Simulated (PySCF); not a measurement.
# How methods differ on the excitation energy of B⁺

B⁺ [He] 2s2 (1S) → B⁺ [He] 2s1 3s1 (3S), as a difference of total energies. All numbers are calculated (PySCF 2.14, no relativity, point nucleus, in aug-cc-pVDZ). Correlated levels: valence: 1s2 frozen. The calculations carry no spin-orbit coupling.

| method | excitation energy (eV) |
| --- | --- |
| UHF | 14.843 |
| LDA | 15.611 |
| PBE | 15.647 |
| PBE0 | 15.652 |
| r2SCAN | 15.521 |
| M06-L | 15.882 |
| B2PLYP | 15.888 |
| B3LYP | 15.871 |
| LC-wPBE | 15.862 |
| MP2 (valence) | 15.655 |
| SCS-MP2 (valence) | 15.884 |

Task: How much does correlation contribute at MP2 (valence)?

Result: 15.655 − (14.843) = 0.812 eV, measured against UHF.

Errors of the correlated levels include the incompleteness of this basis and the frozen core.

For comparison: 16.090 eV (measured; NIST levels).
